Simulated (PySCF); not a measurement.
Calculated NMR parameters of [SiH3]O[SiH2]c1ccccc1

```yaml
Formula: C6H10OSi2
SMILES: "[SiH3]O[SiH2]c1ccccc1"
Point_group_of_the_computed_structure: C1
Degrees_of_unsaturation: 4
Carbon_signals: 4
Proton_signals: 5
```

Bonds (- single, = double, # triple, : aromatic): Si1-O2, O2-Si3, Si3-C4, C4:C5, C5:C6, C6:C7, C7:C8, C8:C9, C9:C4. Si1 carries H10, H11, H12; Si3 carries H13, H14; C5 carries H15; C6 carries H16; C7 carries H17; C8 carries H18; C9 carries H19.

- PBE0-D3(BJ)/def2-SVP structure
- shieldings: GIAO PBE0/pcSseg-1
- code: PySCF
- one computed conformer, one averaged value for each set of equivalent atoms, relativity neglected, in vacuum

Chemical shifts δ = σref − σ; 1H (σ = 31.27 ppm) and 13C (σ = 184.41 ppm) and 29Si (σ = 351.99 ppm) vs TMS; 17O (σ = 334.56 ppm) vs H2O, all at this level.

| carbon | δC, type | δH (multiplicity) | HMBC from (2–3 bonds) | span of the C tensor (ppm) |
| --- | --- | --- | --- | --- |
| C4 | 137.2, C | – | H15/H19, H16/H18, H13/H14 | 231 |
| C5/C9 | 138.6, CH | 7.70 (d) | H15/H19, H16/H18, H17, H13/H14 | 252 |
| C6/C8 | 133.7, CH | 7.53 (m) | H15/H19, H16/H18, H17 | 238 |
| C7 | 135.7, CH | 7.51 (m) | H15/H19, H16/H18 | 238 |

Other nuclei:
```csv
atoms,nucleus,environment,δ (ppm),σ (ppm)
H13/H14,1H,"hydrogen on a silicon bonded to C, O",5.50,25.76
H10/H11/H12,1H,hydrogen on a silicon bonded to O,5.21,26.05
Si3,29Si,"silicon bonded to C, O, 2 H",-27.0,379.0
Si1,29Si,"silicon bonded to O, 3 H",-35.7,387.7
O2,17O,oxygen bonded to 2 Si,3.3,331.2
```

Carbon types of the structure: 1 × C, 5 × CH, leaving 5 H on heteroatoms. δC 138.6, 135.7, 133.7: aromatic CH; the aromatic region. δC 137.2: substituted aromatic carbon. δH 7.70, 7.53, 7.51: hydrogen on an aromatic CH; aromatic region. δH 5.50: hydrogen on a silicon bonded to C, O. δH 5.21: hydrogen on a silicon bonded to O.

Shifts are as computed. Against solution values, carbons near 30 ppm lie about +2 ppm off and those near 130 ppm about +5 ppm. Of 1309 compounds with measured shifts, 239 miss one by over three times the rms of a fit or turn the order of signals round; such compounds aren't used in these exercises. Experimental scales use liquid or dissolved standards, which lie at an offset from isolated H2O (liquid H2O: subtract about 36 ppm). No couplings were computed; multiplicities are counted from neighbouring protons, with m where these are inequivalent, close in shift, in a saturated or five-membered ring or joined by F or P, and br s for small geminal =CH2 splittings.
